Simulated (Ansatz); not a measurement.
def2 core potentials replace the inner electrons of Sn.

Species: C6H8O3Sn, SMILES `[OH][Sn]([OH])([OH])[c]1ccccc1` (charge 0, multiplicity 1).

All values below come from PBE0-D3(BJ)/def2-SVP in Ansatz (a program for electronic structure). No frequencies were computed at this level.

Ansatz 0.2 input:
```yaml
crystal:
  periodic: [false, false, false]
  atoms:
    - { symbol: O, position_ang: [-2.693391, -0.873398, 1.705646] }
    - { symbol: Sn, position_ang: [-1.946532, -0.046717, 0.075083] }
    - { symbol: O, position_ang: [-2.68109, -1.081967, -1.428471] }
    - { symbol: O, position_ang: [-2.886664, 1.67559, 0.035277] }
    - { symbol: C, position_ang: [0.204033, 0.029801, -0.01882] }
    - { symbol: C, position_ang: [0.913468, 0.587651, 1.028702] }
    - { symbol: C, position_ang: [2.296023, 0.632526, 0.962151] }
    - { symbol: C, position_ang: [2.956277, 0.122643, -0.142338] }
    - { symbol: C, position_ang: [2.235278, -0.436614, -1.182882] }
    - { symbol: C, position_ang: [0.852365, -0.486041, -1.12501] }
    - { symbol: H, position_ang: [-2.847495, -1.813204, 1.620362] }
    - { symbol: H, position_ang: [-3.392742, -0.636478, -1.887069] }
    - { symbol: H, position_ang: [-3.331396, 1.87594, 0.858628] }
    - { symbol: H, position_ang: [0.398057, 0.982667, 1.892476] }
    - { symbol: H, position_ang: [2.855113, 1.0679, 1.7773] }
    - { symbol: H, position_ang: [4.034475, 0.160306, -0.191229] }
    - { symbol: H, position_ang: [2.746858, -0.837438, -2.045483] }
    - { symbol: H, position_ang: [0.287265, -0.923067, -1.934324] }
basis:
  gaussian: { orbitals: def2-svp }
hamiltonian:
  xc: pbe0
  dispersion: d3bj
relax:
  max_steps: 150
```

Output:

```
[...]
2234 factors; integrals over basis functions are off by at most 4.0e-4 eV
mean field -18302.46930816 eV, -672.6033412155 hartree, gradient 1.6e-5 eV, S^2 0.000000; 0 other end points of the search recorded, 0 dependent functions left out
reference -18302.46934564 eV, -672.6033425930 hartree; 45, 45 occupied and 147, 147 virtual orbitals, 2234 factors
relax step   2: F+E_penalty+E_count = -18302.93441486 eV  Δ(F+E_penalty+E_count) = -8.058e-2 eV  max|allowed force component| = 7.023e-1 eV/Å  Δτ_max = 0.1270 Å  (32 SCF iters, accepted)
these checks for a lower state are left out or cut short: starts, cluster_reference, orbital_swaps, neighbouring_geometries, increment
2234 factors; integrals over basis functions are off by at most 4.1e-4 eV
mean field evaluation 32: about -18302.4845 eV, gradient 1.9e-5 eV
mean field -18302.48449154 eV, -672.6038991944 hartree, gradient 1.8e-5 eV, S^2 0.000000; 0 other end points of the search recorded, 0 dependent functions left out
reference -18302.48452913 eV, -672.6039005760 hartree; 45, 45 occupied and 147, 147 virtual orbitals, 2234 factors
relax step   3: F+E_penalty+E_count = -18302.94859034 eV  Δ(F+E_penalty+E_count) = -1.418e-2 eV  max|allowed force component| = 3.541e-1 eV/Å  Δτ_max = 0.0932 Å  (33 SCF iters, accepted)
these checks for a lower state are left out or cut short: starts, cluster_reference, orbital_swaps, neighbouring_geometries, increment
2234 factors; integrals over basis functions are off by at most 4.1e-4 eV
mean field -18302.48666250 eV, -672.6039789757 hartree, gradient 1.9e-5 eV, S^2 0.000000; 0 other end points of the search recorded, 0 dependent functions left out
reference -18302.48670005 eV, -672.6039803558 hartree; 45, 45 occupied and 147, 147 virtual orbitals, 2234 factors
relax step   4: F+E_penalty+E_count = -18302.95078693 eV  Δ(F+E_penalty+E_count) = -2.197e-3 eV  max|allowed force component| = 2.077e-1 eV/Å  Δτ_max = 0.0629 Å  (32 SCF iters, accepted)
these checks for a lower state are left out or cut short: starts, cluster_reference, orbital_swaps, neighbouring_geometries, increment
2234 factors; integrals over basis functions are off by at most 4.1e-4 eV
mean field -18302.48926199 eV, -672.6040745054 hartree, gradient 1.9e-5 eV, S^2 0.000000; 0 other end points of the search recorded, 0 dependent functions left out
reference -18302.48929949 eV, -672.6040758834 hartree; 45, 45 occupied and 147, 147 virtual orbitals, 2234 factors
relax step   5: F+E_penalty+E_count = -18302.95370383 eV  Δ(F+E_penalty+E_count) = -2.917e-3 eV  max|allowed force component| = 8.974e-2 eV/Å  Δτ_max = 0.0724 Å  (32 SCF iters, accepted)
these checks for a lower state are left out or cut short: starts, cluster_reference, orbital_swaps, neighbouring_geometries, increment
2234 factors; integrals over basis functions are off by at most 4.1e-4 eV
mean field -18302.49053790 eV, -672.6041213941 hartree, gradient 1.9e-5 eV, S^2 0.000000; 0 other end points of the search recorded, 0 dependent functions left out
reference -18302.49057530 eV, -672.6041227684 hartree; 45, 45 occupied and 147, 147 virtual orbitals, 2234 factors
relax step   6: F+E_penalty+E_count = -18302.95524461 eV  Δ(F+E_penalty+E_count) = -1.541e-3 eV  max|allowed force component| = 1.955e-1 eV/Å  Δτ_max = 0.1071 Å  (32 SCF iters, accepted)
these checks for a lower state are left out or cut short: starts, cluster_reference, orbital_swaps, neighbouring_geometries, increment
2234 factors; integrals over basis functions are off by at most 4.1e-4 eV
mean field -18302.49154101 eV, -672.6041582578 hartree, gradient 1.8e-5 eV, S^2 0.000000; 0 other end points of the search recorded, 0 dependent functions left out
reference -18302.49157837 eV, -672.6041596308 hartree; 45, 45 occupied and 147, 147 virtual orbitals, 2234 factors
relax step   7: F+E_penalty+E_count = -18302.95602327 eV  Δ(F+E_penalty+E_count) = -7.787e-4 eV  max|allowed force component| = 1.050e-1 eV/Å  Δτ_max = 0.0289 Å  (33 SCF iters, accepted)
these checks for a lower state are left out or cut short: starts, cluster_reference, orbital_swaps, neighbouring_geometries, increment
2234 factors; integrals over basis functions are off by at most 4.1e-4 eV
mean field evaluation 64: about -18302.4922 eV, gradient 2.6e-1 eV
mean field -18302.49241639 eV, -672.6041904272 hartree, gradient 1.8e-5 eV, S^2 0.000000; 0 other end points of the search recorded, 0 dependent functions left out
reference -18302.49245365 eV, -672.6041917968 hartree; 45, 45 occupied and 147, 147 virtual orbitals, 2234 factors
relax step   8: F+E_penalty+E_count = -18302.95697018 eV  Δ(F+E_penalty+E_count) = -9.469e-4 eV  max|allowed force component| = 1.993e-2 eV/Å  Δτ_max = 0.0781 Å  (33 SCF iters, accepted)
these checks for a lower state are left out or cut short: starts, cluster_reference, orbital_swaps, neighbouring_geometries, increment
2234 factors; integrals over basis functions are off by at most 4.1e-4 eV
mean field -18302.49185716 eV, -672.6041698760 hartree, gradient 2.1e-5 eV, S^2 0.000000; 0 other end points of the search recorded, 0 dependent functions left out
reference -18302.49189443 eV, -672.6041712456 hartree; 45, 45 occupied and 147, 147 virtual orbitals, 2234 factors
relax step   9: F+E_penalty+E_count = -18302.95646615 eV  Δ(F+E_penalty+E_count) = +5.040e-4 eV  max|allowed force component| = 8.644e-2 eV/Å  Δτ_max = 0.0081 Å  (26 SCF iters, rejected (line search))
these checks for a lower state are left out or cut short: starts, cluster_reference, orbital_swaps, neighbouring_geometries, increment
2234 factors; integrals over basis functions are off by at most 4.1e-4 eV
mean field -18302.49253113 eV, -672.6041946441 hartree, gradient 1.5e-5 eV, S^2 0.000000; 0 other end points of the search recorded, 0 dependent functions left out
reference -18302.49256840 eV, -672.6041960136 hartree; 45, 45 occupied and 147, 147 virtual orbitals, 2234 factors
relax step  10: F+E_penalty+E_count = -18302.95703540 eV  Δ(F+E_penalty+E_count) = -6.522e-5 eV  max|allowed force component| = 7.239e-3 eV/Å  Δτ_max = 0.0040 Å  (25 SCF iters, accepted)
these checks for a lower state are left out or cut short: starts, cluster_reference, orbital_swaps, neighbouring_geometries, increment
2234 factors; integrals over basis functions are off by at most 4.1e-4 eV
mean field -18302.49245533 eV, -672.6041918584 hartree, gradient 1.8e-5 eV, S^2 0.000000; 0 other end points of the search recorded, 0 dependent functions left out
reference -18302.49249255 eV, -672.6041932264 hartree; 45, 45 occupied and 147, 147 virtual orbitals, 2234 factors
relax step  11: F+E_penalty+E_count = -18302.95696852 eV  Δ(F+E_penalty+E_count) = +6.688e-5 eV  max|allowed force component| = 1.712e-1 eV/Å  Δτ_max = 0.0624 Å  (33 SCF iters, rejected (line search))
these checks for a lower state are left out or cut short: starts, cluster_reference, orbital_swaps, neighbouring_geometries, increment
2234 factors; integrals over basis functions are off by at most 4.1e-4 eV
mean field -18302.49267264 eV, -672.6041998444 hartree, gradient 1.9e-5 eV, S^2 0.000000; 0 other end points of the search recorded, 0 dependent functions left out
reference -18302.49270988 eV, -672.6042012130 hartree; 45, 45 occupied and 147, 147 virtual orbitals, 2234 factors
relax step  12: F+E_penalty+E_count = -18302.95718390 eV  Δ(F+E_penalty+E_count) = -1.485e-4 eV  max|allowed force component| = 3.078e-2 eV/Å  Δτ_max = 0.0307 Å  (33 SCF iters, accepted)
these checks for a lower state are left out or cut short: starts, cluster_reference, orbital_swaps, neighbouring_geometries, increment
2234 factors; integrals over basis functions are off by at most 4.1e-4 eV
mean field evaluation 96: about -18302.4025 eV, gradient 1.2e-2 eV
mean field -18302.49271560 eV, -672.6042014233 hartree, gradient 1.9e-5 eV, S^2 0.000000; 0 other end points of the search recorded, 0 dependent functions left out
reference -18302.49275282 eV, -672.6042027909 hartree; 45, 45 occupied and 147, 147 virtual orbitals, 2234 factors
relax step  13: F+E_penalty+E_count = -18302.95727048 eV  Δ(F+E_penalty+E_count) = -8.659e-5 eV  max|allowed force component| = 8.302e-2 eV/Å  Δτ_max = 0.0488 Å  (33 SCF iters, accepted)
these checks for a lower state are left out or cut short: starts, cluster_reference, orbital_swaps, neighbouring_geometries, increment
2234 factors; integrals over basis functions are off by at most 4.1e-4 eV
mean field -18302.49275968 eV, -672.6042030431 hartree, gradient 1.6e-5 eV, S^2 0.000000; 0 other end points of the search recorded, 0 dependent functions left out
reference -18302.49279689 eV, -672.6042044106 hartree; 45, 45 occupied and 147, 147 virtual orbitals, 2234 factors
relax step  14: F+E_penalty+E_count = -18302.95734210 eV  Δ(F+E_penalty+E_count) = -7.162e-5 eV  max|allowed force component| = 5.776e-2 eV/Å  Δτ_max = 0.0064 Å  (25 SCF iters, accepted)
these checks for a lower state are left out or cut short: starts, cluster_reference, orbital_swaps, neighbouring_geometries, increment
2234 factors; integrals over basis functions are off by at most 4.1e-4 eV
mean field -18302.49282980 eV, -672.6042056201 hartree, gradient 1.8e-5 eV, S^2 0.000000; 0 other end points of the search recorded, 0 dependent functions left out
reference -18302.49286701 eV, -672.6042069874 hartree; 45, 45 occupied and 147, 147 virtual orbitals, 2234 factors
relax step  15: F+E_penalty+E_count = -18302.95743751 eV  Δ(F+E_penalty+E_count) = -9.541e-5 eV  max|allowed force component| = 1.512e-3 eV/Å  Δτ_max = 0.0115 Å  (25 SCF iters, accepted)
these checks for a lower state are left out or cut short: starts, cluster_reference, orbital_swaps, neighbouring_geometries, increment
2234 factors; integrals over basis functions are off by at most 4.2e-4 eV
mean field -18302.49285735 eV, -672.6042066322 hartree, gradient 1.9e-5 eV, S^2 0.000000; 0 other end points of the search recorded, 0 dependent functions left out
reference -18302.49289454 eV, -672.6042079992 hartree; 45, 45 occupied and 147, 147 virtual orbitals, 2234 factors
relax step  16: F+E_penalty+E_count = -18302.95751822 eV  Δ(F+E_penalty+E_count) = -8.071e-5 eV  max|allowed force component| = 9.153e-3 eV/Å  Δτ_max = 0.0308 Å  (32 SCF iters, accepted)
these checks for a lower state are left out or cut short: starts, cluster_reference, orbital_swaps, neighbouring_geometries, increment
2234 factors; integrals over basis functions are off by at most 4.2e-4 eV
mean field -18302.49276649 eV, -672.6042032933 hartree, gradient 1.9e-5 eV, S^2 0.000000; 0 other end points of the search recorded, 0 dependent functions left out
reference -18302.49280369 eV, -672.6042046603 hartree; 45, 45 occupied and 147, 147 virtual orbitals, 2234 factors
relax step  17: F+E_penalty+E_count = -18302.95749551 eV  Δ(F+E_penalty+E_count) = +2.271e-5 eV  max|allowed force component| = 7.756e-2 eV/Å  Δτ_max = 0.0618 Å  (33 SCF iters, rejected (line search))
these checks for a lower state are left out or cut short: starts, cluster_reference, orbital_swaps, neighbouring_geometries, increment
2234 factors; integrals over basis functions are off by at most 4.2e-4 eV
mean field evaluation 128: about -18302.3966 eV, gradient 1.3e0 eV
mean field -18302.49287707 eV, -672.6042073572 hartree, gradient 1.9e-5 eV, S^2 0.000000; 0 other end points of the search recorded, 0 dependent functions left out
reference -18302.49291427 eV, -672.6042087240 hartree; 45, 45 occupied and 147, 147 virtual orbitals, 2234 factors
relax step  18: F+E_penalty+E_count = -18302.95757684 eV  Δ(F+E_penalty+E_count) = -5.862e-5 eV  max|allowed force component| = 9.809e-3 eV/Å  Δτ_max = 0.0303 Å  (32 SCF iters, accepted)
2234 factors; integrals over basis functions are off by at most 4.2e-4 eV
mean field -18302.49287707 eV, -672.6042073572 hartree, gradient 1.9e-5 eV, S^2 0.000000; 1 other end points of the search recorded, 0 dependent functions left out
reference -18302.49291427 eV, -672.6042087240 hartree; 45, 45 occupied and 147, 147 virtual orbitals, 2234 factors
Total energy: -18302.95761403 eV, -672.6212861255 hartree
Atom 0 at    -2.777084    -0.770347     1.698388 Å, force     0.003380    -0.008923     0.000203 eV/Å
Atom 1 at    -1.956311     0.011073     0.071503 Å, force    -0.000939     0.000285     0.001650 eV/Å
Atom 2 at    -2.454493    -1.036431    -1.532967 Å, force    -0.004860    -0.000378    -0.001818 eV/Å
Atom 3 at    -2.891552     1.747614     0.011283 Å, force    -0.002172    -0.000902     0.001900 eV/Å
Atom 4 at     0.155754     0.063667     0.010667 Å, force     0.004537     0.000994     0.001710 eV/Å
Atom 5 at     0.915757     0.553318     1.078802 Å, force    -0.003664    -0.000170    -0.001749 eV/Å
Atom 6 at     2.307258     0.560513     0.995423 Å, force     0.001958    -0.001540    -0.001878 eV/Å
Atom 7 at     2.940685     0.077194    -0.149522 Å, force    -0.001596     0.000077     0.000245 eV/Å
Atom 8 at     2.185512    -0.414687    -1.213392 Å, force     0.002171     0.000981     0.002467 eV/Å
Atom 9 at     0.793101    -0.423598    -1.136861 Å, force    -0.001910     0.001240     0.000594 eV/Å
Atom 10 at    -2.557117    -1.702968     1.807896 Å, force    -0.002525     0.009809    -0.000971 eV/Å
Atom 11 at    -3.330134    -0.795953    -1.857387 Å, force     0.004668    -0.000252     0.002115 eV/Å
Atom 12 at    -3.573016     1.773709     0.694894 Å, force     0.002010     0.000435    -0.002761 eV/Å
Atom 13 at     0.429823     0.932516     1.981909 Å, force     0.000652    -0.001554    -0.001014 eV/Å
Atom 14 at     2.900161     0.945273     1.828838 Å, force    -0.001485    -0.000654    -0.001235 eV/Å
Atom 15 at     4.031630     0.083927    -0.212102 Å, force    -0.000348     0.000007    -0.000286 eV/Å
Atom 16 at     2.682767    -0.794422    -2.109319 Å, force    -0.001050     0.000662     0.000505 eV/Å
Atom 17 at     0.197163    -0.810295    -1.968054 Å, force     0.001172    -0.000117     0.000324 eV/Å
Dipole moment:     0.301822    -0.179604     0.126509 e Å
```

Cost: very roughly 11 core-minutes.
